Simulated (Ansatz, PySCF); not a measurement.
C₃H₃BF₂O, SMILES C1C=C(B(F)F)O1. Atoms are numbered in the order given.

```xyz
10

F      1.1522    -1.8357     0.0000
B     -0.0019    -1.2055     0.0000
F     -1.1064    -1.9262     0.0000
C     -0.0926     0.3411     0.0000
C     -1.0613     1.2847     0.0000
C      0.0489     2.2901     0.0000
O      0.9942     1.1971     0.0000
H     -2.1480     1.3038     0.0000
H      0.1612     2.9124     0.9029
H      0.1612     2.9124    -0.9029
```
Charge 0, spin multiplicity 1.

The structure is a stationary point at PBE0-D3(BJ)/def2-SVP. This is a generated structure with no PubChem entry under its InChIKey; it may be hypothetical. The values are those of a single conformer.

Two levels are set side by side: PBE-D3(BJ)/def2-SVP (Ansatz, an electronic-structure program) and PBE0-D3(BJ)/def2-SVP (Ansatz). Each level has its own optimised geometry; the coordinates shown are those of the second. Frequencies come from the Hessian of PySCF at each geometry. Differences are taken from unrounded values.

| quantity | PBE0-D3(BJ) |
|---|---|
| mean bond length (Å) | 1.315 |
| bond F1–B2 (Å) | 1.315 |
| bond B2–F3 (Å) | 1.319 |
| bond B2–C4 (Å) | 1.549 |
| bond C4–C5 (Å) | 1.352 |
| bond C4–O7 (Å) | 1.383 |
| bond C5–C6 (Å) | 1.498 |
| bond C6–O7 (Å) | 1.445 |
| bond C5–H8 (Å) | 1.087 |
| bond C6–H9 (Å) | 1.102 |
| bond C6–H10 (Å) | 1.102 |
| highest harmonic wavenumber (cm⁻¹) | 3306 |
| mean harmonic wavenumber (cm⁻¹) | 1165 |
| zero-point energy (kcal/mol) | 39.97 |

Question: What does PBE-D3(BJ) give, and how far is it from PBE0-D3(BJ)? (An estimate is asked for; the answer gives what the named calculation found.)

Answer: 
```csv
quantity,PBE-D3(BJ),PBE-D3(BJ) minus PBE0-D3(BJ)
mean bond length (Å),1.327,0.011
bond F1–B2 (Å),1.329,0.014
bond B2–F3 (Å),1.332,0.013
bond B2–C4 (Å),1.552,0.003
bond C4–C5 (Å),1.367,0.015
bond C4–O7 (Å),1.400,0.017
bond C5–C6 (Å),1.504,0.006
bond C6–O7 (Å),1.466,0.021
bond C5–H8 (Å),1.095,0.008
bond C6–H9 (Å),1.111,0.009
bond C6–H10 (Å),1.111,0.009
highest harmonic wavenumber (cm⁻¹),3212,-93
mean harmonic wavenumber (cm⁻¹),1119,-46
zero-point energy (kcal/mol),38.38,-1.59
```

GGA bonds tend to be longer and softer than those of functionals with exact exchange. Differences between two approximate levels are no errors against the true value.
